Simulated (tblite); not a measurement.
A tight-binding relaxation on `[CH2]OB(O)C1=NC=NO1` [radical].

Computed with GFN2-xTB geometry optimisation, gas phase (tblite 0.8.0). Start geometry: from a force field or distance geometry. The command runs a driver script over a list of jobs; the input below is this job's line of settings and its coordinates in Å.

Command:
```bash
OMP_NUM_THREADS=1 python probes_run.py task.json out
```

Input:
```
{"job": {"kind": "relax", "xc": "GFN2-xTB", "basis": "xTB"}, "charge": 0, "multiplicity": 2}
C     -1.931700     0.613500     0.654500
O     -1.762100    -0.767000     0.717500
B     -0.710300    -1.197600    -0.235300
O     -1.227100    -1.237200    -1.622200
C      0.679100    -0.550700     0.012300
N      0.965300     0.722400     0.335800
C      2.306000     0.858400     0.446800
N      2.820300    -0.370700     0.179000
O      1.832000    -1.192400    -0.085100
H     -2.224500     0.855400    -0.388200
H     -2.691000     0.968200     1.362900
H     -0.879700    -0.463900    -2.112200
H      2.819200     1.762200     0.716600
```

Output:
```
step      E/eV     max force
  0    -751.34393    4.342
  1    -751.98907    2.839
  2    -752.31872    2.144
  3    -752.44845    1.346
  4    -752.56727    0.796
  5    -752.60670    0.788
  6    -752.67522    0.890
  7    -752.74057    1.091
  8    -752.82107    1.019
  9    -752.89651    0.776
... (90 lines left out)
100    -753.96204    0.031
101    -753.96213    0.031
102    -753.96222    0.024
103    -753.96230    0.016
104    -753.96234    0.014
105    -753.96236    0.016
106    -753.96240    0.017
107    -753.96244    0.016
108    -753.96248    0.012
109    -753.96250    0.010
```

«max force» is the largest atomic force in eV/Å.

Q: From which step on does the largest force stay under 0.1 eV/Å, and how much energy is left to gain from there?

A: From step 83 (0.099 eV/Å), 7.2 meV above the end.

In short: energy lowered by 60.4 kcal/mol over 109 steps; largest atomic force 0.010 eV/Å at the end.

Time: 0.51 s. Hardware: an Arm Neoverse V2 with one thread, no GPU (shared host).
Labels such as C1 count atoms from 1, the log's own numbers from 0.
